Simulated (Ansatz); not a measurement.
Cost and result for the atomization energy of `F[C]1(F)[AlH][Se]1` (6 atoms, 6 bonds).

The species carries charge 0 and has multiplicity 1. Correlated methods include outer-core shells of Se, which these sets cover unevenly. Scalar relativity is left out up to krypton. The structure was optimised at the PBE0-D4/def2-TZVP level. Program: Ansatz. All runs use 4 threads of a server CPU on a shared host. Times are those of one run each, without the atoms' runs, and a repeat can differ threefold. Electronic energies, without spin–orbit coupling; frozen cores. CCSD(T)/CBS adds CCSD(T) − MP2 in def2-TZVPP to the MP2 limit, and its time is that of the two runs behind it. T1 = 0.014. With those shells the extrapolation isn't a true limit. HSE06 is the plane-wave form, built on full-range PBE exchange.

CCSD(T)/CBS is a level of theory with its own doubt, some kJ/mol a heavy atom from the limit and from the frozen cores, so smaller differences don't rank the functionals.

```csv
level,functions,wall time
PBE-D4/def2-TZVPP (with forces),197,1.9 s
HSE06-D4/def2-TZVPP,197,2.6 s
CAM-B3LYP-D4/def2-TZVPP,197,2.7 s
r2SCAN-D4/def2-TZVPP (with forces),197,3.6 s
r2SCANh-D4/def2-TZVPP,197,3.8 s
CCSD(T)/def2-SVP,97,3.9 s
B2PLYP/def2-TZVPP,197,4 s
PBE-QIDH/def2-TZVPP,197,4.2 s
ωB97X-V/def2-TZVPP,197,6.5 s
ωB97M-V/def2-TZVPP (with forces),197,9 s
MP2/def2-QZVPP,360,13 s
CCSD(T)/def2-TZVPP,197,75 s
CCSD(T)/CBS(def2),–,88 s
```

(1) What atomization energy does each give, and how far from CCSD(T)/CBS? (Estimate.)

Results:

(1) Ansatz gave: 
```
                             level  atomization (kcal/mol)  difference from CCSD(T)/CBS  per bond
   PBE-D4/def2-TZVPP (with forces)                   484.7                         24.2       4.0
               HSE06-D4/def2-TZVPP                   462.7                          2.2       0.4
           CAM-B3LYP-D4/def2-TZVPP                   456.8                         -3.7      -0.6
r2SCAN-D4/def2-TZVPP (with forces)                   468.4                          7.9       1.3
             r2SCANh-D4/def2-TZVPP                   460.2                         -0.3       0.0
                  CCSD(T)/def2-SVP                   422.9                        -37.6      -6.3
                 B2PLYP/def2-TZVPP                   450.9                         -9.6      -1.6
               PBE-QIDH/def2-TZVPP                   454.8                         -5.7      -0.9
                ωB97X-V/def2-TZVPP                   461.3                          0.8       0.1
  ωB97M-V/def2-TZVPP (with forces)                   458.8                         -1.7      -0.3
                    MP2/def2-QZVPP                   475.6                         15.1       2.5
                CCSD(T)/def2-TZVPP                   441.9                        -18.6      -3.1
                 CCSD(T)/CBS(def2)                   460.5                          0.0       0.0
```

From PBE to PBE0 (25 % exact exchange), in def2-TZVPP and without D4, the atomization energy moves by −22.0 kcal/mol: exact exchange takes away binding that semilocal exchange gives to molecules. In def2-TZVPP, CCSD(T) changes the Hartree–Fock value by +154.9 kcal/mol (the triples alone add +14.6 kcal/mol) and MP2 by +177.7 kcal/mol; breaking electron pairs costs correlation energy, which Hartree–Fock lacks. At CCSD(T), def2-SVP lies −37.6 kcal/mol from the extrapolated value and def2-TZVPP −18.6 kcal/mol: correlation converges slowly with the basis, and small sets miss more of it in the bonded molecule than in its fragments.
